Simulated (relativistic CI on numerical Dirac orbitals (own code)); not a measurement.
Radial Dirac CI calculation of Gd+: levels, rates and radial parameters.

Command:

```sh
python run_levels.py task.json out
```

Input:

```
atom Gd  Z=64  charge=1  electrons=63
nucleus A=158  rms_radius_fm=5.1569
hamiltonian dirac-coulomb  breit=on  qed=on  c_scale=1
orbitals kli  potential=per-configuration
slater_scale 0.85
correlation p86
mixing on
configurations
  [Xe] 4f7 5d 6s
  [Xe] 4f7 6s2
  [Xe] 4f8 6s
  [Xe] 4f8 6p
  [Xe] 4f8 5d
  [Xe] 4f7 6s 6p
  [Xe] 4f7 6p2
  [Xe] 4f7 6s 7p
  [Xe] 4f6 5d 6s2
  [Xe] 4f7 7s2
  [Xe] 4f9
end
```

Hardware: one thread of Neoverse-V2, on a shared host. Rates were computed among at most 500 levels.

Q: How large is the problem, and how long does it take?

A: 27052 determinants at the lowest M give 27052 levels; 138 SCF iterations in all; about 120 s of CPU and 2.1 GiB at the peak.
